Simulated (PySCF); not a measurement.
B(H)2(Cl)(OH2), H4BClO, singlet (PBE0/def2-SVP optimised geometry):

```
7

B     -0.680    -0.137     0.000
H     -1.163     0.973     0.000
H     -1.163    -0.973    -0.729
Cl     1.163    -0.137     0.000
O     -1.051    -0.702     1.506
H     -0.602    -0.122     2.143
H     -0.619    -1.566     1.599
```

Level of theory: PBE0/def2-TZVP (PySCF).

**Question.** What are the frontier orbital energies and the dipole moment?

**Answer.** HOMO-2 -9.68 eV, HOMO-1 -8.45 eV, HOMO -7.67 eV, LUMO -0.42 eV, LUMO+1 1.41 eV; dipole moment 4.37 D.

Meta-Löwdin charges at PBE0/def2-TZVP: B1 -0.12, H2 0.00, H3 0.00, Cl4 -0.24, O5 -0.41, H6 0.39, H7 0.39.
